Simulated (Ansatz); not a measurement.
Monolayer molecule family: binding per atom (eV) at several levels, gas phase, relaxed structures; Ansatz. Core potentials for Ag in the def2 sets, no spin–orbit coupling. Binding counts from free atoms in the multiplicity of their measured ground term, without zero-point energy. A dash marks a value that wasn't run or was left out as unsound. The structures are stationary points that may keep the symmetry of their start. Correlated methods freeze inner cores and use unrestricted references for open shells. Remarks come from the PBE and PBE0 runs and from stability tests at other levels; not every state was tested.

| species | state | geometry | PBE-D4/def2-SVP | PBE-D4/def2-TZVP | r2SCAN-D4/def2-TZVP | PBE0-D4/def2-SVP | PBE0-D4/def2-TZVP | MP2/def2-SVP | remarks |
| --- | --- | --- | --- | --- | --- | --- | --- | --- | --- |
| CCCCCCCCCCS | singlet | r2SCAN-D4/def2-SVP | 4.21 | 4.17 | 4.11 | 4.17 | 4.13 | 3.97 | – |
| CCCCCCCCCCCCO | singlet | PBE-D4/def2-SVP | 4.29 | 4.24 | 4.17 | 4.24 | 4.19 | 4.05 | – |
| C=CCCCCCCCCC[S][Ag] | singlet | PBE-D4/def2-SVP | 4.25 | 4.20 | 4.13 | 4.20 | 4.15 | – | restricted SCF unstable in HF |
| Sc1ccc(-c2ccc(-c3ccccc3)cc2)cc1 | singlet | r2SCAN-D4/def2-SVP | 5.45 | 5.38 | 5.21 | 5.35 | 5.27 | – | – |
| COCCOCCOCCOCCCCCC[SeH] | singlet | PBE-D4/def2-SVP | 4.24 | 4.19 | 4.10 | 4.17 | 4.12 | 3.96 | – |
| CCCCCCCCCCO | singlet | PBE0-D4/def2-SVP | 4.27 | 4.23 | 4.16 | 4.23 | 4.18 | 4.03 | – |
| CCCCCCCCB(O)O | singlet | PBE0-D4/def2-SVP | 4.38 | 4.33 | 4.26 | 4.33 | 4.28 | 4.14 | – |
| C[Si](C)(Cl)CCCCc1ccc(/N=N/c2ccccc2)cc1 | singlet | PBE-D4/def2-SVP | 4.85 | 4.80 | 4.66 | 4.76 | 4.70 | 4.54 | – |
| [C-]#[N+]CCCCCCCCCC | singlet | PBE-D4/def2-SVP | 4.39 | 4.35 | 4.26 | 4.34 | 4.29 | 4.14 | – |
| C#CCCCCCCCCCC | singlet | r2SCAN-D4/def2-SVP | 4.40 | 4.36 | 4.28 | 4.36 | 4.31 | 4.16 | – |
